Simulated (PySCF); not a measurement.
Species: C₄H₃F₂N₃OS.
SMILES with atom numbers: `[H]/[N:1]=[CH:2]\[c:3]1[n:4][s:5][n:6][c:7]1[O:8][CH:9]([F:10])[F:11]` (hydrogens: H12 on N1; H13 on C2; H14 on C9)

Cartesian coordinates in Å at the PBE0-D3(BJ)/def2-SVP level; atoms count from 1:
```xyz
14
C4H3F2N3OS angstrom
N     -0.7552    2.5161    0.1037
C     -1.6035    1.6158   -0.1776
C     -1.3730    0.1644   -0.2916
N     -2.3640   -0.6524   -0.5788
S     -1.7890   -2.1842   -0.6202
N     -0.2146   -1.8421   -0.2652
C     -0.1302   -0.5515   -0.1183
O      1.0140    0.0922    0.1645
C      2.1538   -0.6735    0.3676
F      3.1795    0.1525    0.2165
F      2.1542   -1.1378    1.6159
H      0.1764    2.1161    0.2554
H     -2.6506    1.9026   -0.3636
H      2.2073   -1.5142   -0.3409
```

Linear response at wB97X-D/def2-SVPD (PySCF, frozen core in the response, non-relativistic).

Static isotropic polarisability: 91.90 au (13.62 Å³), principal values 57.9, 94.9, 122.9 au.

**Question.** What is the polarisability at 1064 nm and at the sodium D line?

**Answer.** 93.01 au at 1064 nm (+1.2 %), 95.83 au at 589.3 nm (+4.3 %). The rise at 589.3 nm is 3.54 times that at 1064 nm; a pure ω² law gives 3.26. The lowest singlet lies at 275 nm, shorter than both wavelengths.

**Question.** What is the isotropic C6 coefficient between two such molecules, C6 = (3/π)∫α(iω)² dω?

**Answer.** 3496 au (Eh·bohr⁶) by a ten-point quadrature over imaginary frequencies, which is 2090 eV·Å⁶ or 202 J·nm⁶/mol.

**Question.** Which effective excitation energy ω̄ makes London's formula C6 = (3/4)α²ω̄ exact here?

**Answer.** ω̄ = 4·C6/(3α²) = 0.552 Eh = 15.0 eV. A one-pole form α(ω) = α/(1 − ω²/ω̄²) fitted to the 1064 nm value gives 10.7 eV.

**Question.** What n − 1 at the D line would an ideal gas of it have at 273.15 K and 1 atm (2.6868 × 10¹⁹ cm⁻³), by n − 1 = 2π·N·α′?

**Answer.** 23.97 × 10⁻⁴, a formal value whether or not that pressure can be reached.

**Question.** How many electrons N does the Slater–Kirkwood formula C6 = (3/4)·√N·α^(3/2) need to give this C6?

**Answer.** N = (4·C6/3)²/α³ = 28.0; the species has 90 electrons in all.

**Question.** What molar refraction at the D line follows from R = (4π/3)·N_A·α′, with α′ the polarisability volume?

**Answer.** α′ = 14.20 Å³ gives R = 35.82 cm³/mol, for isolated, non-vibrating species.

**Question.** The lowest 6 singlets have (eV, f): 4.51, 0.003; 4.97, 0.259; 5.30, 0.002; 6.00, 0.000; 6.19, 0.014; 6.24, 0.073. What share of the static polarisability do they carry in the sum over states α = Σ f/ω²?

**Answer.** 9.54 au, 10.4 % of α; the largest term, 7.74 au, is that of the state at 4.97 eV. Their oscillator strengths add up to 0.35. Higher states carry the rest.

**Question.** What three-body coefficient follows from the one-pole estimate C9 = (3/4)·α·C6?

**Answer.** 241000 au. This is an estimate from the two numbers above, not a computed integral.

**Question.** How anisotropic is the static polarisability, by Δα² = ½[(α1 − α2)² + (α2 − α3)² + (α3 − α1)²]?

**Answer.** Δα = 56.5 au, or 0.61 of the isotropic value.

One conformer stands for the species.

Note: wB97X-D ran without an empirical dispersion term, which enters the total energy and its gradient alone.
